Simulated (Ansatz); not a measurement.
C4H3F7, SMILES `FC(F)C(F)(C(F)F)C(F)F` at its PBE0-D4/def2-TZVP geometry, where that method's forces vanish. The species carries charge 0 and has multiplicity 1.

```
atom    x (Å)    y (Å)    z (Å)
  F1  -1.1983   1.5438  -1.2806
  C2  -0.6332   0.3113  -1.2766
  F3   0.0438   0.1737  -2.4234
  C4   0.3286   0.2035  -0.0811
  F5   1.4446   0.9359  -0.3516
  C6   0.7126  -1.2612   0.1913
  F7   1.8519  -1.3073   0.8956
  F8   0.9132  -1.9241  -0.9684
  C9  -0.3370   0.8199   1.1546
 F10   0.4168   0.6237   2.2488
 F11  -1.5285   0.1995   1.3523
 H12  -1.4329  -0.4337  -1.2317
 H13  -0.0773  -1.7754   0.7492
 H14  -0.5042   1.8905   1.0216
```

(1) For each bond, give half the difference of the two atoms' forces along it (eV/Å; positive pushes the atoms apart) under PBE-D4, r2SCAN-D4, B3LYP-D4, ωB97M-V in def2-TZVPP. (An estimate is asked.)

Results:

(1) The calculation gave: 
| bond | length (Å) | PBE-D4 | r2SCAN-D4 | B3LYP-D4 | ωB97M-V |
| --- | --- | --- | --- | --- | --- |
| F1–C2 | 1.356 | 0.58 | 0.32 | 0.34 | 0.23 |
| C2–F3 | 1.339 | 0.59 | 0.30 | 0.32 | 0.24 |
| C2–C4 | 1.538 | -0.18 | -0.11 | -0.07 | -0.08 |
| C2–H12 | 1.094 | -0.03 | -0.15 | -0.24 | -0.21 |
| C4–F5 | 1.362 | 0.59 | 0.34 | 0.35 | 0.24 |
| C4–C6 | 1.538 | -0.19 | -0.13 | -0.07 | -0.10 |
| C4–C9 | 1.533 | -0.19 | -0.12 | -0.08 | -0.07 |
| C6–F7 | 1.340 | 0.59 | 0.31 | 0.33 | 0.24 |
| C6–F8 | 1.351 | 0.58 | 0.33 | 0.33 | 0.24 |
| C6–H13 | 1.095 | -0.02 | -0.14 | -0.24 | -0.21 |
| C9–F10 | 1.343 | 0.57 | 0.31 | 0.32 | 0.24 |
| C9–F11 | 1.358 | 0.56 | 0.32 | 0.36 | 0.24 |
| C9–H14 | 1.092 | 0.01 | -0.15 | -0.26 | -0.23 |

B3LYP here is the variant with VWN-RPA as its local correlation; programs differ in this.

Results of the Gaussian-basis code of Ansatz.
